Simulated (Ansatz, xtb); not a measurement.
Molecule: CrF, charge 0, multiplicity 6. The spin state was set by rule; other spins were not relaxed. SMILES: [F][Cr]
Coordinates optimised at B3LYP-D3(BJ)/def2-TZVP (Ansatz, a program for electronic structure):
```
Cr
F 1 1.7937
```
Charge 0, spin multiplicity 6.

Harmonic wavenumbers from GFN2-xTB (xtb, at its own minimum), cm⁻¹: 486.

Task: Give the harmonic wavenumbers at B3LYP-D3(BJ)/def2-TZVP (Ansatz, finite differences of forces, unscaled).

Result: 645 cm⁻¹. Zero-point energy 0.9 kcal/mol.

Task: From these and the geometry, give the ideal-gas thermochemistry at 298.15 K and 1 atm (rigid rotor, harmonic oscillator).

Result: Point group C∞v, rotational symmetry number 1. Rotational constants 11.29, 11.29 GHz. S(trans) 38.70, S(rot) 14.53, S(vib) 0.38, S(elec, spin only) 3.56, S 57.2 cal/(mol K). H(298) - H(0) 2.16 kcal/mol; G - E(el) -14.0 kcal/mol.
